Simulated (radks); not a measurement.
Values are calculated unless marked as measured or tabulated.
The argon ion Ar0.1+, configuration [He] 2s1.9 2p6 3s2 3p6 (fractional occupations, a model configuration). Code: a radial shooting solver on a logarithmic mesh with Libxc functionals. Model: scalar-relativistic Kohn-Sham, PBEsol, spin-unpolarised, spherical densities, finite nucleus; Fermi nuclear charge, rms radius 3.4274 fm.

Normalised radial functions P(r) = r R(r), r in bohr:

r	2s	3p
0.008261	0.3056	0.0036
0.01059	0.3740	0.0058
0.01346	0.4493	0.0091
0.01711	0.5313	0.0141
0.02175	0.6153	0.0219
0.02787	0.6953	0.0339
0.03543	0.7526	0.0510
0.04504	0.7710	0.0756
0.05772	0.7234	0.1109
0.07337	0.5861	0.1562
0.09328	0.3372	0.2124
0.1186	-0.0286	0.2760
0.152	-0.5029	0.3403
0.1932	-0.9876	0.3849
0.2456	-1.3940	0.3894
0.3147	-1.6136	0.3254
0.4	-1.5615	0.1791
0.5086	-1.2693	-0.0478
0.6465	-0.8502	-0.3234
0.8285	-0.4449	-0.5964
1.053	-0.1818	-0.7768
1.339	-0.0537	-0.8224
1.716	-0.0101	-0.7283
2.181	-0.0012	-0.5503
2.773	-0.0001	-0.3528
3.525	0.0000	-0.1893
4.517	0.0000	-0.0803
5.742	0.0000	-0.0270

2s: eigenvalue -299.90 eV, 1 radial node at r = 0.117 bohr, <r> = 0.414 bohr, 90 % of the charge inside 0.646 bohr. 3p: eigenvalue -11.513 eV, 1 radial node at r = 0.486 bohr, <r> = 1.64 bohr, 90 % of the charge inside 2.60 bohr.
